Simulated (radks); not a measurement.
The numbers below are computed, except where a source is named.
Ionisation of Dy3+, [Xe] 4f9, to Dy4+, [Xe] 4f8, under several functionals. Dirac Kohn-Sham, spin-unpolarised, spherical densities, point nucleus; open shells are shared between the two j in proportion to 2j + 1; a radial shooting solver on a logarithmic mesh with Libxc functionals.

functional,E(Dy3+) (hartree),Exc (hartree),IE (eV),-e(HOMO) (eV),<r> HOMO (bohr),IE error (eV)
PW91,-12168.0008,-264.8312,44.686,34.321,0.8114,+3.456
"LDA (Slater exchange, Perdew-Zunger correlation)",-12158.6890,-255.4242,44.936,34.563,0.8108,+3.706
RPBE,-12167.0656,-263.8833,44.516,34.156,0.8116,+3.286
HCTH/407,-12173.8714,-271.0011,45.779,35.275,0.8030,+4.549
OLYP,-12171.0899,-268.0831,45.077,34.637,0.8073,+3.847
revPBE,-12166.9464,-263.7639,44.517,34.155,0.8115,+3.287
exchange-only B88,-12164.0900,-260.8734,43.162,32.850,0.8136,+1.932
PBE,-12166.6309,-263.4433,44.584,34.223,0.8115,+3.354
PBEsol,-12162.6105,-259.3816,44.639,34.273,0.8113,+3.409
BP86,-12168.3089,-265.1412,44.691,34.325,0.8111,+3.461

NIST Atomic Spectra Database: 41.2 eV (semi-empirical). Closest: exchange-only B88. The Delta-SCF values span 2.62 eV, the total energies 15.18 hartree. The highest occupied level is 4f7/2. Spin polarisation and multiplet splitting are left out, so open shells lie too high by an amount that depends on their filling. Sharing an open shell by 2j + 1 raises it above the true ground level by a part of the spin-orbit splitting, which enters the differences from NIST.

Beside tabulated values, note that spin-unpolarised runs miss the spin-polarisation part of the exchange energy of open shells. No tabulated value is given for the 4+ ions of Nd, Pm and Eu to Yb, where it belongs to another shell than the one emptied here.
